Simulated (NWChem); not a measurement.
Everything below was run with NWChem. System: H2BrNPb, charge 0, spin multiplicity 1, at a geometry optimised with B3LYP/def2-SVP with def2 effective core potentials on Pb. The structure started from a generated list of species. Level: G0W0@PBE/def2-TZVP with def2 effective core potentials on Pb, RI basis def2-tzvp-rifit, no spin-orbit coupling.

Input file:

```
start mol
memory heap 200 mb stack 700 mb global 1700 mb
geometry units angstroms nocenter noautoz
  Pb    -0.586638    -0.468697     0.000000
  Br     1.098084     1.616499     0.000000
  N      0.979390    -1.930907     0.000000
  H      1.968521    -1.687250     0.000000
  H      0.847135    -2.940714     0.000000
  symmetry group Cs
end
basis spherical
  * library def2-tzvp
end
ecp
  Pb library def2-ecp
end
basis "ri basis" bse spherical
  * library def2-tzvp-rifit
end
dft
  xc xpbe96 cpbe96
  iterations 100
  direct
  tolerances tight
end
task dft energy
gw
  states alpha occ 4 vir 2
end
task dft gw
```

Output (cleaned and shortened):

```
             Northwest Computational Chemistry Package (NWChem) 7.3.0
             --------------------------------------------------------

                                NWChem Input Module
                                -------------------

 Scaling coordinates for geometry "geometry" by  1.889725989
 (inverse scale =  0.529177249)

 Turning off AUTOSYM since
 SYMMETRY directive was detected!

                             Geometry "geometry" -> ""
                             -------------------------

 Output coordinates in angstroms (scale by  1.889725989 to convert to a.u.)

  No.       Tag          Charge          X              Y              Z
 ---- ---------------- ---------- -------------- -------------- --------------
    1 Pb                  82.0000    -0.58663800    -0.46869700     0.00000000
    2 Br                  35.0000     1.09808400     1.61649900     0.00000000
    3 N                    7.0000     0.97939000    -1.93090700     0.00000000
    4 H                    1.0000     1.96852100    -1.68725000     0.00000000
    5 H                    1.0000     0.84713500    -2.94071400     0.00000000

 Effective nuclear repulsion energy (a.u.)     792.4150176236

            Nuclear Dipole moment (a.u.)
            ----------------------------
        X                 Y               Z
 ---------------- ---------------- ----------------
     0.0000188973    -0.0000037795     0.0000000000

      Symmetry information
      --------------------

 Group name             Cs
 Group number              2
 Group order               2
 No. of unique centers     5

      Symmetry unique atoms

     1    2    3    4    5


 Summary of "ao basis" -> "" (spherical)
 ------------------------------------------------------------------------------
       Tag                 Description            Shells   Functions and Types
 ---------------- ------------------------------  ------  ---------------------
 *                         def2-tzvp                  on all atoms

 Summary of "ri basis" -> "" (spherical)
 ------------------------------------------------------------------------------
[...]
     ---------------------------------

     L   x y z        total         alpha         beta         nuclear
     -   - - -        -----         -----         ----         -------
     0   0 0 0      0.000000    -33.000000    -33.000000     66.000000

     1   1 0 0     -0.958532    -33.736827    -33.736827     66.515123
     1   0 1 0     -1.298963    -27.220747    -27.220747     53.142530
     1   0 0 1     -0.000000     -0.000000     -0.000000      0.000000

     2   2 0 0    -38.097646   -128.110758   -128.110758    218.123871
     2   1 1 0     -1.470735    -88.450498    -88.450498    175.430261
     2   1 0 1      0.000000      0.000000      0.000000      0.000000
     2   0 2 0    -39.377032   -258.742223   -258.742223    478.107414
     2   0 1 1      0.000000      0.000000      0.000000      0.000000
     2   0 0 2    -39.028807    -19.514403    -19.514403      0.000000

 Task  times  cpu:       92.6s     wall:       92.6s

                                NWChem Input Module
                                -------------------

                                 NWChem GW Module
                                 ----------------

                             ***********************
                             ***        GW       ***
                             ***********************

 Summary of "ri basis" -> "ri basis" (spherical)
 ------------------------------------------------------------------------------
       Tag                 Description            Shells   Functions and Types
 ---------------- ------------------------------  ------  ---------------------
 Pb                     def2-tzvp-rifit             38      184   9s8p8d6f4g3h
 Br                     def2-tzvp-rifit             37      159   10s9p8d5f4g1h
 N                      def2-tzvp-rifit             22       76   8s6p4d3f1g
 H                      def2-tzvp-rifit              7       15   4s2p1d

                 Memory Information
                 ------------------
          Available GA per process is          1699.8 MBs
          Available stack per process is        700.0 MBs
          Available heap per process is           0.0 MBs

          Peak memory in Initialization
              Peak GA per process is                 18.5 MBs
              Peak stack per process is               0.2 MBs
              Peak heap per process is               19.4 MBs
              Memory not in MA per process            0.0 MBs

          Peak memory in AFF Calculation
              Peak GA per process is                125.8 MBs
              Peak stack per process is              96.9 MBs
              Peak heap per process is                0.0 MBs
              Memory not in MA per process           96.9 MBs

          Computing 2-center integrals
          Computing Inverse Cholesky factor
          Computing 3-center integrals
          Computing V_xc ...

          Computing Sigma_x
          Computing RPA polarizability
          Solving quasiparticle equations

                  Alpha Orbitals
          State     Energy (eV)     Error (eV)
          -----------------------------------
@GW        30         -9.256           0.002
@GW        31         -8.745           0.004
@GW        32         -8.720           0.002
@GW        33         -7.965           0.004
@GW        34         -0.566           0.002
@GW        35          0.749           0.005

   Applying  -2.0459 eV scissor-shift to rest of particle states

   Applying   2.3610 eV scissor-shift to rest of hole states

     GW Timing Statistics
   ------------------------
   Init.   :          0.3s
     ERIs  :          5.5s
     Distr.:          0.1s
     Vxc   :          0.8s
   Sigma_x :          0.0s
   RPA     :         17.0s
   Wmn     :          0.2s
   Sigma_c :          0.2s
   GW total:         24.1s

 Task  times  cpu:       24.1s     wall:       24.1s

 Total times  cpu:      116.8s     wall:      116.8s
```
